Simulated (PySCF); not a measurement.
CH₅BClN. Atoms are numbered in the order given.

```xyz
9

B     -0.0878    -0.4165     0.0000
Cl     0.1462     1.3680     0.0000
C      1.1751    -1.3521     0.0000
H      1.8047    -1.1445     0.8817
H      0.9248    -2.4252     0.0000
H      1.8047    -1.1445    -0.8817
N     -1.4001    -0.8858     0.0000
H     -1.6242    -1.8736     0.0000
H     -2.2061    -0.2719     0.0000
```

Geometry: B3LYP-D3(BJ)/def2-SVP. The values are those of a single conformer.

Computed with M06-2X/def2-TZVP run with PySCF.

Symmetry labels are those of the subgroup Cs that the program uses (full group Cs).

Task: List the valence orbital energies around the gap with their symmetry. (Estimate from the structure and the level; the computed values follow.)

Result: 
```tsv
orbital	symmetry	energy (eV)
HOMO−7	A'	-16.10
HOMO−6	A'	-13.50
HOMO−5	A"	-12.80
HOMO−4	A'	-12.01
HOMO−3	A'	-11.26
HOMO−2	A"	-10.88
HOMO−1	A'	-9.79
HOMO	A"	-9.61
LUMO	A'	1.21
LUMO+1	A"	1.57
LUMO+2	A'	2.37
LUMO+3	A'	2.63
```
